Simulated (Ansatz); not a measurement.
`[SiH3]O[SiH2]Br` + H₂ → `[SiH3]O[SiH3]` + HBr at 700 K and 1 bar (hydrogenolysis of the Si–Br bond).

Program: Ansatz. Geometries: PBE0-D4/def2-TZVP. ΔE: electronic, gas phase. CCSD(T)/CBS is the MP2 limit (def2-TZVPP, def2-QZVPP) plus CCSD(T) − MP2 in def2-TZVPP, frozen cores. This one scheme is used for every species. For Br outer-core shells are correlated without core-valence functions, which leaves a few kJ/mol of doubt a bond. Scalar relativity is left out up to krypton. Each species was taken in one conformer, which may not be the lowest.

| species | CCSD(T)/CBS energy (Eh) | H − E (kJ/mol) | S (J/(mol·K)) |
| --- | --- | --- | --- |
| `[SiH3]O[SiH2]Br` | -3229.78766 | 201.3 | 485.4 |
| H₂ | -1.17544 | 46.8 | 155.3 |
| `[SiH3]O[SiH3]` | -657.01000 | 210.5 | 430.8 |
| HBr | -2573.91920 | 36.5 | 223.7 |

H − E and S are ideal-gas, rigid-rotor, harmonic terms from PBE0-D4/def2-TZVP, for one conformer and one mirror image of each species. The MP2-based limit puts H₂ 0.8 mEh under its directly extrapolated value; such offsets cancel only in part. 1 Eh = 2625.50 kJ/mol, R = 8.31446 J/(mol·K).

Problem. By hand: ΔE, ΔH, ΔS and ΔG.

Solution. ΔE = (-657.01000) + (-2573.91920) − (-3229.78766) − (-1.17544) = 0.03390 Eh = 89.0 kJ/mol. Δ(H − E) = 210.5 + 36.5 − 201.3 − 46.8 = -1.1, so ΔH = 87.9 kJ/mol. ΔS = 430.8 + 223.7 − 485.4 − 155.3 = 13.8 J/(mol·K). ΔG = 87.9 − 700 × (13.8)/1000 = 78.2 kJ/mol.

Problem. By hand: the equilibrium constant, and the temperature at which ΔG would vanish if ΔH and ΔS stayed fixed.

Solution. log₁₀ K = −ΔG/(RT ln 10) = -5.8. ΔG = 0 at ΔH/ΔS = 6370 K, far beyond where these terms or the molecules hold.

The number of gas molecules stays the same, so ΔS is small and ΔH decides. A doubt of 5 kJ/mol in ΔE shifts log₁₀ K by 0.4 here. Other conformers and mirror images would add mixing entropy, several J/(mol·K) or more a flexible species. Modes under 60 cm⁻¹, often nearly free rotors, make the harmonic entropy too high. These are equilibria of isolated gas molecules and say nothing of rates. Largest T1 diagnostic: 0.011 (customary marks: 0.02 for closed shells, 0.045 for open ones).
